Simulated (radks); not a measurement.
Values are calculated unless marked as measured or tabulated.
I4+, configuration [Kr] 4d10 5s2 5p0.75 6p0.25 (fractional occupations, a model configuration). Level of theory: non-relativistic Kohn-Sham, LDA (Slater exchange, Perdew-Wang correlation), spin-unpolarised, spherical densities, point nucleus; relativity is left out, which matters for an element this heavy (a radial shooting solver on a logarithmic mesh with Libxc functionals).

Local quantities along the radius. ELF = 1/(1 + alpha^2) is the electron localisation function; alpha = (tau - tau_W)/tau_unif compares the Pauli kinetic energy density with that of the uniform gas; -r V(r) is the screened charge that the Kohn-Sham potential presents (atomic units); 4 pi r^2 rho is in e/bohr; s = |grad rho|/(2 (3 pi^2)^(1/3) rho^(4/3)) is the reduced gradient.

| r (bohr) | ELF | alpha | -r V(r) | 4 pi r^2 rho | s |
|---|---|---|---|---|---|
| 0.002004 | 0.999 | 0.02295 | 52.47 | 4.280 | 0.3896 |
| 0.002716 | 0.999 | 0.02540 | 52.28 | 7.290 | 0.3994 |
| 0.003681 | 0.999 | 0.02916 | 52.03 | 12.09 | 0.4129 |
| 0.004949 | 0.999 | 0.03498 | 51.69 | 19.11 | 0.4311 |
| 0.006707 | 0.998 | 0.04505 | 51.23 | 29.16 | 0.4572 |
| 0.00909 | 0.996 | 0.06349 | 50.61 | 41.71 | 0.4941 |
| 0.01232 | 0.990 | 0.1008 | 49.80 | 54.73 | 0.5457 |
| 0.01656 | 0.968 | 0.1824 | 48.78 | 64.16 | 0.6128 |
| 0.02245 | 0.867 | 0.3916 | 47.45 | 66.51 | 0.6882 |
| 0.03042 | 0.558 | 0.8898 | 45.77 | 61.84 | 0.7041 |
| 0.0409 | 0.322 | 1.450 | 43.75 | 58.87 | 0.5322 |
| 0.05543 | 0.434 | 1.142 | 41.24 | 67.85 | 0.3024 |
| 0.07512 | 0.697 | 0.6601 | 38.25 | 83.91 | 0.3098 |
| 0.1018 | 0.707 | 0.6437 | 34.79 | 84.77 | 0.4469 |
| 0.1369 | 0.420 | 1.176 | 31.02 | 68.74 | 0.4849 |
| 0.1855 | 0.398 | 1.229 | 26.86 | 65.53 | 0.2541 |
| 0.2514 | 0.715 | 0.6320 | 22.61 | 73.49 | 0.2999 |
| 0.338 | 0.692 | 0.6675 | 18.65 | 53.74 | 0.5788 |
| 0.4581 | 0.203 | 1.980 | 14.90 | 26.39 | 0.5927 |
| 0.6209 | 0.555 | 0.8949 | 11.55 | 26.71 | 0.1870 |
| 0.8415 | 0.772 | 0.5433 | 8.718 | 25.12 | 0.4562 |
| 1.131 | 0.516 | 0.9680 | 6.803 | 12.42 | 0.8066 |
| 1.533 | 0.248 | 1.741 | 5.659 | 4.642 | 0.9637 |
| 2.078 | 0.459 | 1.086 | 5.068 | 1.952 | 1.238 |
| 2.794 | 0.118 | 2.736 | 4.702 | 0.5471 | 2.366 |
| 3.786 | 0.007 | 12.21 | 4.484 | 0.1396 | 2.245 |
| 5.131 | 0.031 | 5.593 | 4.395 | 0.05653 | 3.620 |
| 6.954 | 0.005 | 14.43 | 4.234 | 0.006911 | 12.09 |
| 9.35 | 0.000 | 147.7 | 4.081 | 0.0001540 | 60.70 |

On this mesh the ELF has minima near r = 0.041, 0.16, 0.46, 1.5 bohr, which separate the shells, and maxima near 0.087 (0.74), 0.29 (0.76), 0.84 (0.77), 2.1 (0.46).
